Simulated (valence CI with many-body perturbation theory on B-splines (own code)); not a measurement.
Forbidden lines of Sn¹⁷⁺

Calculated by configuration interaction combined with many-body perturbation theory (CI+MBPT): five valence electrons over a frozen Dirac-Fock core [Ar] 3d10, radial functions for each j: 11 s, 11 p, 10 d, 8 f, 5 g, 2 h, with the one-electron correlation potential Σ1 (screened to all orders), the two-electron term Σ2, the three-electron term Σ3, Breit, model QED; selected single and double excitations, second order for the rest, scaled by the run's own slope (own B-spline code, finite nucleus).

No measured spectrum was set against this ion. As an estimate, levels hold to about 250 cm⁻¹ or 0.2 % of their energy and the worst to 1 %, as in measured heavy ions of charge 2 to 7; those with d or f electrons hold less well. Among the levels kept, up to 2100 cm⁻¹ of a level comes from second order outside the variational space, and about a tenth of that is noise between levels of different J, which matters for small intervals.

Lines 1 to 21 of 21 in falling wavelength, among levels below 1432300 cm⁻¹, chosen from the decays that carry over 1 % of a level's rate. Wavelengths and rates use the calculated energies, so an error of 1000 cm⁻¹ moves a line at 2034 Å by 2 % and its rate by three times that or more. Electric multipoles are in the length gauge, E1 and E2 with the static RPA response of the core. Weak lines are less certain than strong ones. Lines between different terms over intervals too small for the method are left out, as are lines whose strength nearly cancels. Branching is blank where the lifetime is uncertain.

Names give the largest LS component (configuration and term), which can be under half, so a name can repeat, a term be missing and a line seem to break the LS rules; names also repeat where a configuration has a term twice. Letters in brackets count levels of one name in rising energy.

| λ vac (Å) | Upper | Lower | Type | A (s⁻¹) | Branch % |
| --- | --- | --- | --- | --- | --- |
| 4916 | 4s2 4p3 2D°_5/2 | 4s2 4p3 2D°_3/2 | M1 | 5.09e+01 | 4.1 |
| 4526 | 4s2 4p2 4d 4F_9/2 | 4s2 4p2 4d 4F_7/2 | M1 | 2.09e+02 |  |
| 2322 | 4s2 4p2 4d 2G_9/2 | 4s2 4p2 4d 2G_7/2 | M1 | 9.17e+02 | 8.7 |
| 2034 | 4s2 4p3 2P°_1/2 | 4s2 4p3 2D°_3/2 | M1 | 1.28e+02 | 1.4 |
| 1557 | 4s2 4p3 2P°_3/2 | 4s2 4p3 2P°_1/2 | M1 | 1.48e+03 | 6.3 |
| 1519 | 4s2 4p3 2D°_3/2 | 4s2 4p3 4S°_3/2 | M1 | 6.06e+03 | 99.9 |
| 1206 | 4s2 4p2 4d 2G_9/2 | 4s2 4p2 4d 4F_9/2 | M1 | 4.24e+03 | 40.2 |
| 1160 | 4s2 4p3 2D°_5/2 | 4s2 4p3 4S°_3/2 | M1 | 1.15e+03 | 92.9 |
| 1160 | 4s2 4p3 2D°_5/2 | 4s2 4p3 4S°_3/2 | E2 | 3.68e+01 | 3.0 |
| 1075 | 4s2 4p3 2P°_3/2 | 4s2 4p3 2D°_5/2 | M1 | 3.59e+03 | 15.3 |
| 1010 | 4s2 4p2 4d 2G_9/2 | 4s2 4p2 4d 2F_7/2 [a] | M1 | 6.88e+02 | 6.5 |
| 952.3 | 4s2 4p2 4d 2G_9/2 | 4s2 4p2 4d 4F_7/2 | M1 | 3.81e+03 | 36.2 |
| 882.0 | 4s2 4p3 2P°_3/2 | 4s2 4p3 2D°_3/2 | M1 | 1.73e+04 | 73.5 |
| 869.4 | 4s2 4p3 2P°_1/2 | 4s2 4p3 4S°_3/2 | M1 | 8.77e+03 | 97.4 |
| 869.4 | 4s2 4p3 2P°_1/2 | 4s2 4p3 4S°_3/2 | E2 | 9.75e+01 | 1.1 |
| 662.5 | 4s2 4p2 4d 4F_9/2 | 4s 4p4 2D_5/2 | E2 | 1.51e+01 |  |
| 558.0 | 4s2 4p3 2P°_3/2 | 4s2 4p3 4S°_3/2 | M1 | 9.31e+02 | 4.0 |
| 370.8 | 4s2 4p2 4d 4F_9/2 | 4s 4p4 4P_5/2 | E2 | 1.87e+02 |  |
| 283.6 | 4s2 4p2 4d 2G_9/2 | 4s 4p4 4P_5/2 | E2 | 7.35e+02 | 7.0 |
| 171.6 | 4s2 4p2 4d 4F_9/2 | 4s2 4p3 2D°_5/2 | M2 | 3.63e+02 |  |
| 149.5 | 4s2 4p2 4d 4F_9/2 | 4s2 4p3 4S°_3/2 | E3 | 1.23e+01 |  |
